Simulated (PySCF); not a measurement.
**Sb⁺ (antimony, charge +1) across methods**

[Kr] 4d10 5s2 5p2, high-spin 3P determinant. Calculation: PySCF 2.14, in aug-cc-pwCVTZ-DK3 (10s9p7d4f1g, 109 functions); scalar relativity by spin-free X2C-1e.

```csv
method,E (hartree),mean ε 5s α (eV),mean ε 5s β (eV),mean ε 5p α (eV),Σ⟨r²⟩ (bohr²),⟨S²⟩
r2SCAN,-6480.20,-21.685,-19.794,-12.943,47.59,2.004
CAM-B3LYP,-6480.55,-24.334,-22.300,-14.880,47.76,2.002
M06-L,-6480.08,-21.130,-19.623,-12.439,47.54,2.002
LDA,-6474.01,-21.400,-20.204,-12.642,47.59,2.001
PBE,-6479.78,-21.151,-19.762,-12.571,47.73,2.002
PBE0,-6479.86,-22.760,-20.692,-13.699,47.67,2.003
r2SCANh,-6480.19,-22.274,-20.179,-13.350,47.59,2.005
```

Problem. Estimate the same row for UHF.

Solution. E (hartree) = -6477.42415; mean ε 5s α (eV) = -26.700; mean ε 5s β (eV) = -22.293; mean ε 5p α (eV) = -16.404; Σ⟨r²⟩ (bohr²) = 48.29; ⟨S²⟩ = 2.010.
